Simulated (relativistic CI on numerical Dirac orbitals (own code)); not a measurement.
# Hyperfine structure of Ni26+, mass number 61

Method of calculation: Dirac-Coulomb-Breit CI, KLI orbitals optimised for each configuration, model QED, unscaled Slater integrals (own radial code, finite nucleus).

CI space: 1s², 1s2s, 1s2p, 1s3s, 1s3p, 1s3d, 1s4s, 1s4p, 1s4d, 1s4f, 1s5s, 1s5p, 1s5d, 1s5f, 1s5g, 1s6s, 1s6p, 1s6d. Levels of other configurations are missing.

Nuclear spin I = 3/2, μ = -0.74965 μN, Q = 0.162 b (tables of Stone and Pyykkö). The electronic factors are computed for point nuclear moments, without core polarisation or the Bohr-Weisskopf and QED corrections.

```json
{"Level": "1s2s ³S1", "E (10³ cm⁻¹)": "62347.8", "A (GHz)": "-1655", "B (GHz)": "-8.67e-05"}
{"Level": "1s2p ³P°1", "E (10³ cm⁻¹)": "62623.7", "A (GHz)": "-1362", "B (GHz)": "-4.62"}
{"Level": "1s2p ³P°2", "E (10³ cm⁻¹)": "62790.4", "A (GHz)": "-754.6", "B (GHz)": "13.3"}
{"Level": "1s2p ¹P°1", "E (10³ cm⁻¹)": "62948.2", "A (GHz)": "538.2", "B (GHz)": "11.1"}
{"Level": "1s3s ³S1", "E (10³ cm⁻¹)": "73890.6", "A (GHz)": "-1531", "B (GHz)": "-7.74e-05"}
{"Level": "1s3p ³P°1", "E (10³ cm⁻¹)": "73967.0", "A (GHz)": "-1341", "B (GHz)": "-1.33"}
{"Level": "1s3p ³P°2", "E (10³ cm⁻¹)": "74016.7", "A (GHz)": "-744.5", "B (GHz)": "3.99"}
{"Level": "1s3d ³D2", "E (10³ cm⁻¹)": "74053.6", "A (GHz)": "-740.2", "B (GHz)": "0.741"}
```

Levels with J = 0, under 50 % of one LS term, or S terms without an open s electron are left out. Small factors come from cancelling terms and can be off by tens of per cent or more.

At this charge energies of transitions that change n are usually good to better than 1 %, and those within a shell (Δn = 0) to a few per cent.

Give the hyperfine levels of 1s2s ³S1 relative to its centre of gravity.

With K = F(F + 1) − I(I + 1) − J(J + 1), E = AK/2 + B[¾K(K + 1) − I(I + 1)J(J + 1)]/[2I(2I − 1)J(2J − 1)]: F = 1/2: 4138, F = 3/2: 1655, F = 5/2: -2483 GHz.

LS names give the leading component of a level, which can be under half, so a name can repeat, a term be missing and a line seem to break the LS rules.
